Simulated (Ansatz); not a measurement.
`IC1C=CC1` → `CC1=C(I)C1`  (isomerisation)

Gas-phase electronic energies from Ansatz, PBE0-D4/def2-TZVP geometries. CCSD(T)/CBS adds triple-zeta CCSD(T) − MP2 to the extrapolated MP2 energy (def2 sets, frozen cores). Functionals use def2-TZVPP. B3LYP here is the variant with VWN-RPA as its local correlation; programs differ in this. Elements past krypton have def2 core potentials. For I outer-core shells are correlated without core-valence functions, which leaves a few kJ/mol of doubt a bond.

```
             level  ΔE (kJ/mol)  difference from CCSD(T)/CBS
            PBE-D4         72.2                        -16.8
         r2SCAN-D4         73.4                        -15.6
           PBE0-D4         78.3                        -10.7
          B3LYP-D4         75.4                        -13.6
           ωB97X-V         80.6                         -8.4
           ωB97M-V         83.1                         -5.9
            B2PLYP         75.2                        -13.8
               PBE         69.6                        -19.4
            r2SCAN         73.2                        -15.8
              PBE0         76.3                        -12.7
             B3LYP         70.8                        -18.2
     HF/def2-TZVPP         84.6                         -4.4
    MP2/def2-TZVPP         79.3                         -9.7
SCS-MP2/def2-TZVPP         79.9                         -9.1
   CCSD/def2-TZVPP         84.0                         -5.0
CCSD(T)/def2-TZVPP         84.1                         -4.9
     HF/def2-QZVPP         84.4                         -4.6
    MP2/def2-QZVPP         82.1                         -6.9
SCS-MP2/def2-QZVPP         82.4                         -6.6
      HF/CBS(def2)         84.4                         -4.6
     MP2/CBS(def2)         84.3                         -4.7
    CCSD/CBS(def2)         88.9                         -0.1
       CCSD(T)/CBS         89.0                            0
```

Largest T1 diagnostic among the species: 0.010.

The D4 term adds +4.6 kJ/mol with B3LYP and +2.0 kJ/mol with PBE0; it sums over pairs of atoms, weighted by their polarisabilities, and B3LYP, whose exchange is more repulsive, gets the larger term. From PBE to PBE0 (25 % exact exchange), in def2-TZVPP and without D4, ΔE moves by +6.6 kJ/mol.
